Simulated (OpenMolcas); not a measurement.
## Ionisation energies of iron

| Item | Value |
| --- | --- |
| Program | OpenMolcas 26.06 |
| Basis | ANO-R2 [6s5p4d2f1g] |
| Scalar Hamiltonian | X2C, finite nucleus |
| Spin-orbit coupling | RASSI with atomic mean-field integrals over the reference wave functions, term energies averaged over their components |

Active shells in each charge state: the valence d, s shells, with orbitals averaged over the low states. Where CASPT2's correlated closed shells are named, they are those of the first ion.

A. CASSCF
B. SS-CASPT2, IPEA 0.25 Eh, imaginary shift 0.1 Eh (closed shells correlated: 3s 3p)
C. SS-CASPT2, IPEA 0.25 Eh, imaginary shift 0.1 Eh (closed shells correlated: 2s 2p 3s 3p)
D. SS-CASPT2, IPEA 0 Eh, imaginary shift 0.1 Eh (closed shells correlated: 3s 3p)

Energies in eV between the lowest computed levels, named as in B; reference values from the NIST Atomic Spectra Database with their kind.

| From | To | A | B | C | D | Spin-orbit share in B | Reference |
| --- | --- | --- | --- | --- | --- | --- | --- |
| Fe 3d6 4s2 5D4 | Fe+ 3d6 4s 6D 9/2 | 5.196 | 8.351 | 8.347 | 8.434 | -0.004 | 7.902 (measured) |
| Fe+ 3d6 4s 6D 9/2 | Fe2+ 3d6 5D4 | 15.308 | 16.252 | 16.252 | 16.307 | -0.001 | 16.199 (measured) |

Error against the reference values, in %:

```csv
From,Reference,A,B,C,D
Fe,measured,-34.2,+5.7,+5.6,+6.7
Fe+,measured,-5.5,+0.3,+0.3,+0.7
```

Mean absolute error over the 2 measured values: A 1.80 eV, B 0.25 eV, C 0.25 eV, D 0.32 eV.

The lowest level within the active space need not be the ion's true ground level.
